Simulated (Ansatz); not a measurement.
The same ligand exchange along the group B, Al, Ga.

Isolated molecules relaxed with PBE0-D4/def2-TZVP in Ansatz; ΔE leaves out vibrations. CBS: MP2 limit from def2 TZ/QZ plus the TZ coupled-cluster correction, frozen cores. This one scheme is used for every species. DFT in def2-TZVPP. def2 core potentials past Kr. For Ga, Sn outer-core shells are correlated without core-valence functions, which leaves a few kJ/mol of doubt a bond. Scalar relativity is left out up to krypton. Each species was taken in one conformer, which may not be the lowest.

```tsv
reaction	CCSD(T)/CBS(def2) (kJ/mol)
`[BH2][SnH2][CH3]` + CH₃SH → `C[S][SnH2][CH3]` + BH₃	-72
`[CH3][SnH2][AlH2]` + CH₃SH → `C[S][SnH2][CH3]` + `[AlH3]`	?
`[CH3][SnH2][GaH2]` + CH₃SH → `C[S][SnH2][CH3]` + `[GaH3]`	-6
```

Task: Fill in the missing values. (Best estimate.)

Result: Computed: `[CH3][SnH2][AlH2]` + CH₃SH → `C[S][SnH2][CH3]` + `[AlH3]`: -19.6 kJ/mol.

Largest T1 diagnostic: 0.013, for `[GaH3]`.
